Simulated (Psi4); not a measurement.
Two rigid molecules brought together: HCl ··· Br- (SMILES Cl and [Br-]) (charge -1), singlet. Monomers: optimised at B3LYP-D3(BJ) (def2-TZVP), held rigid. Orientation: lowest of the rigid-body minima from ten starts at GFN2-xTB. R is the distance of the centres of mass, along which the second monomer moves.

- PBE/def2-TZVPD, counterpoise-corrected (Psi4)
- PBE-D3(BJ)/def2-TZVPD, counterpoise-corrected (Psi4)
- wB97X-V/def2-TZVPD, counterpoise-corrected (Psi4)

Interaction energies in kcal/mol; the last columns give the difference from wB97X-V:

| R / Å | PBE/def2-TZVPD | PBE-D3(BJ)/def2-TZVPD | wB97X-V/def2-TZVPD | PBE/def2-TZVPD − wB97X-V/def2-TZVPD | PBE-D3(BJ)/def2-TZVPD − wB97X-V/def2-TZVPD |
|---|---|---|---|---|---|
| 3.09 | -15.28 | -16.13 | -13.04 | -2.24 | -3.09 |
| 3.29 | -18.17 | -18.96 | -16.52 | -1.65 | -2.44 |
| 3.53 | -17.94 | -18.66 | -16.81 | -1.13 | -1.85 |
| 3.70 | -16.76 | -17.42 | -15.89 | -0.87 | -1.53 |
| 3.97 | -14.39 | -14.94 | -13.81 | -0.58 | -1.13 |
| 4.26 | -11.91 | -12.36 | -11.53 | -0.38 | -0.83 |
| 4.80 | -8.33 | -8.60 | -8.14 | -0.19 | -0.46 |
| 5.45 | -5.63 | -5.76 | -5.54 | -0.08 | -0.22 |
| 6.50 | -3.33 | -3.37 | -3.35 | 0.02 | -0.02 |
| 7.79 | -2.02 | -2.04 | -2.08 | 0.06 | 0.05 |

PBE/def2-TZVPD is furthest from wB97X-V/def2-TZVPD at 3.09 (-2.24 kcal/mol, below); its mean absolute difference over the points is 0.72 kcal/mol.

PBE-D3(BJ)/def2-TZVPD is furthest from wB97X-V/def2-TZVPD at 3.09 (-3.09 kcal/mol, below); its mean absolute difference over the points is 1.16 kcal/mol.
